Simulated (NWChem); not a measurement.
# diarsenic (As2); SMILES [As]#[As]

All runs: NWChem. Pople sets run with spherical d functions. All runs use the structure optimised with B3LYP/6-31G* (spherical d). Static field.

Question: Predict the results for PBE/6-31G*. Quantities: isotropic polarisability (bohr³); anisotropy (bohr³).

Answer: 
| Property | Value |
|---|---|
| isotropic polarisability (bohr³) | 48.1 |
| anisotropy (bohr³) | 56.0 |
